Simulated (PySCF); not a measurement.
Stepwise substitution at one centre (Ga H-Cl). Isolated molecules, 0 K electronic values unless said otherwise. Strings in code marks are SMILES.

Computed with M06-2X/def2-TZVP // B3LYP-D3(BJ)/def2-TZVP (PySCF). Delta-SCF ions had no search for a lower state. Excitations are Tamm–Dancoff values on a coarser integration grid. The basis has no diffuse functions, so Rydberg states are missing or too high.

```tsv
species	LUMO (eV)	vertical ionisation energy (Delta-SCF) (eV)	S1–T1 gap (TDA) (eV)	HOMO (eV)
0 of 3 H replaced by Cl (`[GaH3]`)	-1.26	11.23	–	-9.71
1 of 3 H replaced by Cl (`[Cl][GaH2]`)	-1.30	11.06	0.32	-9.71
2 of 3 H replaced by Cl (`[Cl][GaH][Cl]`)	-1.23	11.71	0.29	-10.49
3 of 3 H replaced by Cl (`[Cl][Ga]([Cl])[Cl]`)	-1.19	11.99	0.34	-10.83
```
